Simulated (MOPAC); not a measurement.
Input file for MOPAC: PM6 on HI (SMILES I).

```
PM6 1SCF PRECISE CHARGE=0 THREADS=1
HI

I     -2.73197155 1     0.65438593 1     4.15576346 1
H     -1.49230856 1     0.38456790 1     3.14628046 1
```

The log:

```
*******************************************************************************
 **                                                                           **
 **                              MOPAC v23.2.5                                **
 **                                                                           **
 *******************************************************************************
 ** MOPAC's Digital Object Identifier: https://doi.org/10.5281/zenodo.6511958 **
 **                                                                           **
 ** Please cite the open-source release paper for use of this MOPAC version:  **
 ** J. E. Moussa and J. J. P. Stewart (2026)                                  **
 ** MOPAC: An open-source semiempirical molecular orbital program             **
 ** J. Open Source Softw., 11(119), 8025, https://doi.org/10.21105/joss.08025 **
 *******************************************************************************

                              PM6 CALCULATION RESULTS

 *******************************************************************************
 *  PM6        - The PM6 Hamiltonian to be used
 *
 *
 *
 *                 CHARGE ON SYSTEM = 0
 *
 *
 *
 *  PRECISE    - TIGHTER CRITERIA TO BE USED
 *  1SCF       - DO 1 SCF AND THEN STOP
 *  THREADS=1  - MULTI-THREADING NOT USED
 *  T=         - A TIME OF 172800.0 SECONDS REQUESTED
 *  DUMP=N     - RESTART FILE WRITTEN EVERY 7200.0 SECONDS REQUESTED
 *******************************************************************************
PM6 1SCF PRECISE CHARGE=0 THREADS=1
 HI

   ATOM   CHEMICAL          X               Y               Z
  NUMBER   SYMBOL      (ANGSTROMS)     (ANGSTROMS)     (ANGSTROMS)

     1       I         -2.73197155  *   0.65438593  *   4.15576346  *
     2       H         -1.49230856  *   0.38456790  *   3.14628046  *



          CARTESIAN COORDINATES

    NO.       ATOM           X           Y           Z

     1         I         -2.7320      0.6544      4.1558
     2         H         -1.4923      0.3846      3.1463

 General Reference for PM6:
 "Optimization of Parameters for Semiempirical Methods V: Modification of NDDO Approximations
 and Application to 70 Elements", J. J. P. Stewart, J. Mol. Mod., 13, 1173-1213 (2007)
 URL: https://link.springer.com/article/10.1007/s00894-007-0233-4

           Empirical Formula: H I  =     2 atoms



      MOLECULAR POINT GROUP   :   C*v


      RHF CALCULATION, NO. OF DOUBLY OCCUPIED LEVELS = 4


 -------------------------------------------------------------------------------
 PM6 1SCF PRECISE CHARGE=0 THREADS=1
 HI



     1SCF WAS SPECIFIED, SO BFGS WAS NOT USED
     SCF FIELD WAS ACHIEVED


                              PM6 CALCULATION
                                                       MOPAC v23.2.5 Linux




          FINAL HEAT OF FORMATION =          2.13261 KCAL/MOL =       8.92283 KJ/MOL


          COSMO AREA              =         69.34 SQUARE ANGSTROMS
          COSMO VOLUME            =         54.75 CUBIC ANGSTROMS

          IONIZATION POTENTIAL    =         10.195152 EV
          HOMO LUMO ENERGIES (EV) =        -10.195  0.594
          NO. OF FILLED LEVELS    =          4
          MOLECULAR WEIGHT        =        127.9124         POINT GROUP:  C*v

          MOLECULAR DIMENSIONS (Angstroms)

            Atom       Atom       Distance
            H     2    I     1     1.62130
            H     2    I     1     0.00000
            I     1    H     2     0.00000


          SCF CALCULATIONS        =          1





   ATOM   CHEMICAL          X               Y               Z
  NUMBER   SYMBOL      (ANGSTROMS)     (ANGSTROMS)     (ANGSTROMS)

     1       I         -2.73197155  *   0.65438593  *   4.15576346  *
     2       H         -1.49230856  *   0.38456790  *   3.14628046  *

                             CARTESIAN COORDINATES

   1    I       -2.731971550     0.654385930     4.155763460
   2    H       -1.492308560     0.384567900     3.146280460


           Empirical Formula: H I  =     2 atoms



      MOLECULAR POINT GROUP   :   C*v


                  EIGENVALUES
 -20.83347 -13.65347 -10.19515 -10.19515   0.59439 110.75167 110.79568 110.79568
 111.54507 111.54507


              NET ATOMIC CHARGES AND DIPOLE CONTRIBUTIONS

  ATOM NO.   TYPE          CHARGE      No. of ELECS.   s-Pop       p-Pop       d-Pop
    1          I          -0.168449        7.1684     1.96458     5.20130     0.00257
    2          H           0.168449        0.8316     0.83155
 DIPOLE           X         Y         Z       TOTAL
 POINT-CHG.     1.003    -0.218    -0.817     1.312
 HYBRID        -0.210     0.046     0.171     0.275
 SUM            0.793    -0.172    -0.645     1.037


          ATOMIC ORBITAL ELECTRON POPULATIONS

     Atom    s        px        py        pz      x^2-y^2     xz        z^2       yz        xy
    1  I   1.96458   1.53314   1.97778   1.69038   0.00058   0.00161   0.00009   0.00012   0.00017
    2  H   0.83155

 **********************
 *                    *
 * JOB ENDED NORMALLY *
 *                    *
 **********************




 == MOPAC DONE ==
```

The run finished.

Cost: around 0.03 core-seconds (rough).
